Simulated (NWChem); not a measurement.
MgNH$_{2}$Br; SMILES [NH2][Mg][Br]

Program: NWChem. The geometry was optimised at PBE0/def2-SVP. One conformer.

Diagonal of the polarisability tensor at PBE0/def2-SVPD, static: 51.34, 66.36, 46.96 bohr³.

**Question.** Find the mean polarisability volume, the molar refraction, and the refractive index that an ideal gas of it would have at 273.15 K and 1 atm.

**Answer.** 
1. Mean: one third of the trace = 54.89 bohr³ × 0.14818 Å³/bohr³ = 8.13 Å³.
2. Molar refraction (Lorentz-Lorenz): (4π/3) N_A α = 20.5 cm³/mol.
3. Number density p/kT = 2.687 × 10⁻⁵ Å⁻³; n − 1 = 2π N α = 13.73 × 10⁻⁴.
4. These hold the electronic response alone: vibrational and orientational terms add to the static dielectric constant.
